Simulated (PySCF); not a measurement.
(2S)-2-fluorobutane (C4H9F), SMILES [C@@H](C)(F)CC. Geometry optimised at PBE0-D3(BJ)/def2-SVP. Other conformers were not sampled.

The numbers are results of PySCF with PBE0-D3(BJ)/def2-SVP, not measurements.

Harmonic wavenumbers (cm⁻¹): 102, 220, 253, 256, 393, 431, 496, 788, 840, 931, 966, 1014, 1083, 1157, 1178, 1192, 1273, 1321, 1364, 1392, 1407, 1415, 1456, 1460, 1471, 1476, 1485, 3038, 3056, 3063, 3064, 3116, 3146, 3157, 3163, 3172. Rotational constants (GHz): 7.790, 3.441, 2.633; symmetry number 1.

**Question.** Work out the zero-point energy and the ideal-gas rigid-rotor harmonic-oscillator thermochemistry at 298.15 K and 1 atm.

**Answer.** ZPE = ½ Σ hcν = ½ × 54796 cm⁻¹ = 78.33 kcal/mol. H − E(el) = 82.89 kcal/mol. Entropy in cal/(mol K): translation 38.90, rotation 25.92, vibration 12.39, total 77.22. G − E(el) = 59.87 kcal/mol. Cp = 23.97 cal/(mol K). Modes under 150 cm⁻¹ make the vibrational entropy uncertain.
